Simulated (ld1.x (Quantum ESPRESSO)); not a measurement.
Reading a pseudo-wave (Ta)

Columns: radius, all-electron u(r) and pseudo u(r) of the 5s shell (level -73.03 eV) of tantalum in the configuration [Kr] 4d10 4f14 5s2 5p6 5d3 6s2 6p0; PBEsol, scalar-relativistic, PAW scheme, ld1.x (Quantum ESPRESSO) 7.5.

```csv
r (bohr),all-electron,pseudo
0.135,0.3854,0.3457
0.270,-0.2887,0.6638
0.405,-0.5675,0.9300
0.540,-0.0131,1.1262
0.675,0.6034,1.2427
0.810,0.9838,1.2787
0.945,1.1256,1.2422
1.080,1.1056,1.1477
1.215,0.9977,1.0143
1.350,0.8538,0.8620
1.485,0.7051,0.7089
1.620,0.5679,0.5689
1.755,0.4492,0.4492
1.890,0.3504,0.3504
2.025,0.2706,0.2706
2.160,0.2073,0.2073
2.295,0.1579,0.1579
2.430,0.1196,0.1196
2.565,0.0902,0.0902
2.700,0.0679,0.0679
2.835,0.0509,0.0509
2.970,0.0381,0.0381
3.105,0.0284,0.0284
3.240,0.0212,0.0212
3.375,0.0158,0.0158
3.510,0.0117,0.0117
```

(1) How many radial nodes do the two functions have?

(2) At about which radius was the pseudo-wave matched?

(3) Is the pseudo-wave norm-conserving?

Answers

(1) The all-electron 5s function has n − l − 1 = 4 (the table is too coarse to show those close to the nucleus); the pseudo-wave has 0, since the states of the same l below it are removed with the core.

(2) 1.80 bohr, where the columns begin to agree (steps of 0.14 bohr).

(3) No, it belongs to a PAW set: the norm inside the radius is not constrained, and the difference is carried by the augmentation charge.
